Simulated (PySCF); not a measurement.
PySCF input for W(O)2(NH2)2 (H₄N₂O₂W), SMILES [W]([NH2])(=[O])([NH2])=[O], multiplicity 1, B3LYP-D3(BJ)/def2-SVP. Geometry: B3LYP-D3(BJ)/def2-SVP. The spin state was assumed, not searched. The def2 effective core potentials stand for the cores of W; spin–orbit coupling is left out. One conformer was computed; it need not be the lowest.

```python
import numpy as np
from pyscf import gto, scf, dft, df
from pyscf.hessian import thermo

mol = gto.M(
    atom='''
    W     0.00000000    0.00000000    0.05515810
    O    -0.00000000    1.44785007    0.98983151
    O     0.00000000   -1.44784996    0.98983167
    N     1.62152793   -0.00000005   -1.04284269
    H     2.12100911    0.83884494   -1.32980184
    H     2.12100911   -0.83884508   -1.32980176
    N    -1.62152794   -0.00000006   -1.04284268
    H    -2.12100911    0.83884493   -1.32980185
    H    -2.12100911   -0.83884508   -1.32980175
    ''',
    basis='def2-SVP',
    ecp={'W': 'def2-svp'},
    charge=0,
    spin=0,
    max_memory=1600,
    verbose=3,
)
mf = dft.RKS(mol, xc='b3lyp').density_fit(auxbasis='def2-universal-jkfit')
mf.disp = 'd3bj'
mf.grids.level = 3
mf.conv_tol = 1e-11
mf.max_cycle = 100
mf.kernel()

# [left out here: the lines that compute and print the analytic Hessian (its translational invariance restored by hand, since the grid's response is missing), thermochemistry and intensities]
```

Program output:

```
converged SCF energy = -329.453672082055

WARN: DFTD3 does not support analytical Hessian, using finite difference


WARN: Mole.unit (angstrom) is changed to Bohr

Mode                                 0                   1                   2
Irrep
Freq [cm^-1]                      152.1238            208.8906            212.2231
Reduced mass [au]                   1.8129              3.8074              3.8106
Force const [Dyne/A]                0.0247              0.0979              0.1011
Char temp [K]                     218.8723            300.5471            305.3418
Normal mode                   x     y     z       x     y     z       x     y     z
       0   W                 0.00  0.00  0.00    0.00  0.03 -0.00   -0.00  0.00  0.02
       1   O                -0.09 -0.00  0.00    0.00 -0.02  0.09    0.00  0.01  0.01
       2   O                 0.09 -0.00 -0.00   -0.00 -0.02 -0.09    0.00 -0.01  0.01
       3   N                -0.00 -0.08 -0.00    0.00 -0.12  0.00   -0.10 -0.00 -0.12
       4   H                -0.13 -0.11 -0.32    0.11 -0.20 -0.04   -0.14  0.00 -0.18
       5   H                 0.13 -0.11  0.32   -0.11 -0.20  0.04   -0.14 -0.00 -0.18
       6   N                 0.00  0.08  0.00   -0.00 -0.12  0.00    0.10 -0.00 -0.12
       7   H                -0.13  0.11  0.32   -0.11 -0.20 -0.04    0.14  0.00 -0.18
       8   H                 0.13  0.11 -0.32    0.11 -0.20  0.04    0.14 -0.00 -0.18
Mode                                 3                   4                   5
Irrep
Freq [cm^-1]                      235.2339            296.3136            324.0902
Reduced mass [au]                   8.8422             13.9505              1.5244
Force const [Dyne/A]                0.2883              0.7217              0.0943
Char temp [K]                     338.4493            426.3293            466.2936
Normal mode                   x     y     z       x     y     z       x     y     z
       0   W                 0.03 -0.00  0.00   -0.00  0.00 -0.02    0.00  0.00  0.00
       1   O                -0.15  0.00  0.00    0.00 -0.11  0.13   -0.10 -0.00  0.00
       2   O                -0.15 -0.00  0.00    0.00  0.11  0.13    0.10 -0.00 -0.00
       3   N                -0.00  0.00 -0.07    0.00 -0.00 -0.04   -0.00 -0.05 -0.00
       4   H                -0.03 -0.00 -0.12    0.05 -0.00  0.03    0.28 -0.14  0.25
       5   H                -0.03  0.00 -0.12    0.05  0.00  0.03   -0.28 -0.14 -0.25
       6   N                -0.00  0.00  0.07   -0.00 -0.00 -0.04   -0.00  0.05  0.00
       7   H                -0.03  0.00  0.12   -0.05 -0.00  0.03    0.28  0.14 -0.25
       8   H                -0.03 -0.00  0.12   -0.05  0.00  0.03   -0.28  0.14  0.25
Mode                                 6                   7                   8
Irrep
Freq [cm^-1]                      342.6557            427.7462            446.6776
Reduced mass [au]                   1.0265              1.2645              1.2873
Force const [Dyne/A]                0.0710              0.1363              0.1513
Char temp [K]                     493.0053            615.4315            642.6697
Normal mode                   x     y     z       x     y     z       x     y     z
       0   W                 0.00  0.00  0.00   -0.00 -0.00  0.00    0.00 -0.00  0.01
       1   O                 0.00 -0.01  0.02    0.01  0.00 -0.00   -0.00  0.02 -0.02
       2   O                -0.00 -0.01 -0.02    0.01 -0.00 -0.00   -0.00 -0.02 -0.02
       3   N                 0.00  0.00 -0.00    0.04 -0.00  0.08   -0.05  0.00 -0.07
       4   H                -0.27  0.02 -0.41   -0.23  0.01 -0.37    0.22 -0.00  0.38
       5   H                 0.27  0.02  0.41   -0.23 -0.01 -0.37    0.22  0.00  0.38
       6   N                -0.00  0.00 -0.00    0.04  0.00 -0.08    0.05  0.00 -0.07
       7   H                 0.27  0.02 -0.41   -0.23 -0.01  0.37   -0.22 -0.00  0.38
       8   H                -0.27  0.02  0.41   -0.23  0.01  0.37   -0.22  0.00  0.38
Mode                                 9                  10                  11
Irrep
Freq [cm^-1]                      646.9440            652.7325            691.2867
Reduced mass [au]                   1.2448              1.2557              5.4871
Force const [Dyne/A]                0.3070              0.3152              1.5449
Char temp [K]                     930.8083            939.1367            994.6076
Normal mode                   x     y     z       x     y     z       x     y     z
       0   W                 0.00 -0.00  0.00   -0.00  0.01  0.00    0.03 -0.00  0.00
       1   O                 0.02 -0.00 -0.00    0.00  0.01  0.02   -0.01 -0.00 -0.00
       2   O                -0.02 -0.00  0.00   -0.00  0.01 -0.02   -0.01  0.00 -0.00
       3   N                 0.00  0.08  0.00    0.00 -0.08 -0.00   -0.14 -0.00  0.08
       4   H                 0.30 -0.19 -0.26   -0.32  0.20  0.23   -0.15  0.01  0.10
       5   H                -0.30 -0.19  0.26    0.32  0.20 -0.23   -0.15 -0.01  0.10
       6   N                 0.00 -0.08 -0.00   -0.00 -0.08 -0.00   -0.14  0.00 -0.08
       7   H                 0.30  0.19  0.26    0.32  0.20  0.23   -0.15 -0.01 -0.10
       8   H                -0.30  0.19 -0.26   -0.32  0.20 -0.23   -0.15  0.01 -0.10
Mode                                12                  13                  14
Irrep
Freq [cm^-1]                      704.4922            981.8508           1015.9834
Reduced mass [au]                   5.1084             15.8155             16.7084
Force const [Dyne/A]                1.4938              8.9830             10.1615
Char temp [K]                    1013.6074           1412.6647           1461.7739
Normal mode                   x     y     z       x     y     z       x     y     z
       0   W                 0.00  0.00 -0.02   -0.00 -0.03  0.00   -0.00  0.00  0.02
       1   O                -0.00 -0.01  0.01    0.00  0.14  0.09   -0.00 -0.14 -0.10
       2   O                -0.00  0.01  0.01   -0.00  0.14 -0.09   -0.00  0.14 -0.10
       3   N                -0.14 -0.00  0.10   -0.00  0.01  0.00   -0.01  0.00  0.00
       4   H                -0.15  0.01  0.11    0.04 -0.02 -0.01   -0.01 -0.00  0.00
       5   H                -0.15 -0.01  0.11   -0.04 -0.02  0.01   -0.01  0.00  0.00
       6   N                 0.14 -0.00  0.10    0.00  0.01  0.00    0.01 -0.00  0.00
       7   H                 0.15  0.01  0.11   -0.04 -0.02 -0.01    0.01 -0.00  0.00
       8   H                 0.15 -0.01  0.11    0.04 -0.02  0.01    0.01  0.00  0.00
Mode                                15                  16                  17
Irrep
Freq [cm^-1]                     1509.5597           1512.4599           3546.6540
Reduced mass [au]                   1.1175              1.1186              1.0486
Force const [Dyne/A]                1.5004              1.5077              7.7711
Char temp [K]                    2171.9204           2176.0931           5102.8455
Normal mode                   x     y     z       x     y     z       x     y     z
       0   W                -0.00 -0.00 -0.00    0.00 -0.00 -0.00    0.00 -0.00  0.00
       1   O                -0.00 -0.00 -0.00    0.00  0.00 -0.00    0.00  0.00  0.00
       2   O                -0.00  0.00 -0.00    0.00 -0.00 -0.00    0.00 -0.00  0.00
       3   N                 0.05 -0.00 -0.03   -0.05  0.00  0.03   -0.03 -0.00  0.02
       4   H                -0.32  0.28  0.20    0.32 -0.28 -0.19    0.23  0.41 -0.13
       5   H                -0.32 -0.28  0.20    0.32  0.28 -0.19    0.23 -0.41 -0.13
       6   N                 0.05  0.00  0.03    0.05  0.00  0.03   -0.03  0.00 -0.02
       7   H                -0.32 -0.28 -0.20   -0.32 -0.28 -0.19    0.23 -0.41  0.13
       8   H                -0.32  0.28 -0.20   -0.32  0.28 -0.19    0.23  0.41  0.13
Mode                                18                  19                  20
Irrep
Freq [cm^-1]                     3550.5183           3644.6420           3644.7942
Reduced mass [au]                   1.0497              1.0964              1.0964
Force const [Dyne/A]                7.7965              8.5812              8.5815
Char temp [K]                    5108.4053           5243.8283           5244.0473
Normal mode                   x     y     z       x     y     z       x     y     z
       0   W                 0.00  0.00 -0.00    0.00 -0.00 -0.00   -0.00 -0.00  0.00
       1   O                 0.00 -0.00 -0.00   -0.00 -0.00 -0.00    0.00 -0.00 -0.00
       2   O                 0.00  0.00 -0.00    0.00 -0.00  0.00   -0.00 -0.00  0.00
       3   N                -0.03 -0.00  0.02    0.00 -0.06 -0.00    0.00 -0.06 -0.00
       4   H                 0.23  0.41 -0.13    0.24  0.39 -0.14    0.24  0.39 -0.14
       5   H                 0.23 -0.41 -0.13   -0.24  0.39  0.14   -0.24  0.39  0.14
       6   N                 0.03 -0.00  0.02    0.00  0.06  0.00   -0.00 -0.06 -0.00
       7   H                -0.23  0.41 -0.13    0.24 -0.39  0.14   -0.24  0.39 -0.14
       8   H                -0.23 -0.41 -0.13   -0.24 -0.39 -0.14    0.24  0.39  0.14
temperature 298.1500 [K]
pressure 101325.00 [Pa]
Rotational constants [GHz] 3.63039 3.13721 3.12520
Symmetry number 2
Zero-point energy (ZPE) 0.05638 [Eh]   148025.148 [J/mol]
                           tot       elec      trans        rot        vib
Entropy [J/mol/K]       348.872      0.000    177.502    105.549     65.822
Cv [J/mol/K]            106.270      0.000     12.472     12.472     81.327
Cp [J/mol/K]            114.585      0.000     20.786     12.472     81.327
Internal energy [J/mol]                      3718.434   3718.434 159973.182
Internal energy [Eh]   -329.38991  -329.45367
Enthalpy [J/mol]                             6197.391   3718.434 159973.182
Enthalpy [Eh]          -329.38896
Gibbs free energy [J/mol]                  -46724.759 -27750.911 140348.457
Gibbs free energy [Eh] -329.42858
static polarisability / bohr^3: [[58.339 -0.     0.   ]
 [ 0.    52.015 -0.   ]
 [-0.    -0.    49.475]]
largest difference of analytic and finite-field dipole derivatives / e: 0.0013787426724443108
mode   freq/cm-1   IR/(km/mol)   Raman/(A^4/amu)   depolarisation
   1      152.12         0.000             2.970            0.750
   2      208.89         1.246             1.346            0.750
   3      212.22         3.925             3.826            0.749
   4      235.23        10.051             1.020            0.750
   5      296.31         0.384             2.501            0.710
   6      324.09         0.000             1.542            0.750
   7      342.66         0.782             0.415            0.750
   8      427.75       117.403             0.242            0.750
   9      446.68       292.380             3.045            0.719
  10      646.94         0.000             1.186            0.750
  11      652.73        12.988             0.191            0.750
  12      691.29       148.987             1.740            0.750
  13      704.49        37.915            25.292            0.120
  14      981.85       212.219             4.516            0.750
  15     1015.98        65.044            27.303            0.017
  16     1509.56        53.964             8.043            0.750
  17     1512.46        15.255            11.925            0.438
  18     3546.65       159.546            68.770            0.750
  19     3550.52        45.539           219.953            0.035
  20     3644.64         0.000            96.926            0.750
  21     3644.79        97.072            32.948            0.750
max |gradient| / (hartree/bohr): 0.0001062449441630164
APT charges: [ 2.1464 -0.7136 -0.7136 -0.7746  0.2075  0.2075 -0.7746  0.2075  0.2075]
```

The run converged.
